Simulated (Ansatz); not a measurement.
arsine (AsH3), SMILES [AsH3].

Geometry optimised at PBE-D3(BJ)/def2-TZVPD.

Two levels are set side by side: PBE/def2-TZVPD (Ansatz, a quantum-chemistry and plane-wave program) and PBE0/def2-TZVPD (Ansatz). Energy differences of separate SCF runs at the same geometry; the states with an electron removed or added have multiplicity 2 and 2. Differences are taken from unrounded values.

```csv
quantity,PBE0
vertical ionisation energy (eV),10.45
vertical singlet–triplet gap (eV),5.81
```

### Question
What does PBE give, and how far is it from PBE0? (The exact figures need the calculation; the answer reports its results.)

### Answer

```tsv
quantity	PBE	PBE minus PBE0
vertical ionisation energy (eV)	10.45	0.00
vertical singlet–triplet gap (eV)	5.80	-0.01
```

On these quantities the two levels nearly agree.
